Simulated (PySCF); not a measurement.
# A thermochemical cycle for NaSn

PBE0 in PySCF with x2c-SVPall on every atom, spin-free X2C, for the lowest determinant that a PBE0 search found; no spin–orbit coupling. NaSn, a quartet (σ ↑, π ↑↑), has De = 1.21 eV to neutral atoms, and NaSn⁺, a triplet (σ ↑, π ↑), has De = 0.63 eV to Na⁺ + Sn.

At the same level the Na atom ionises at 5.23 eV.

Q: What is the adiabatic ionisation energy of the molecule, and does ionisation strengthen or weaken the bond?

A: IE = IE(Na) + De(neutral) − De(ion) = 5.23 + 1.21 − 0.63 = 5.81 eV. De changes by -0.58 eV, so ionisation weakens the bond.

Spin–orbit coupling is left out, which matters for elements this heavy, above all for dissociation energies. For an ion De counts to the pair picked by the measured ionisation energies or electron affinities, which need not be the lowest pair at this level. States were picked by a PBE0 search and need not be the measured ground states.
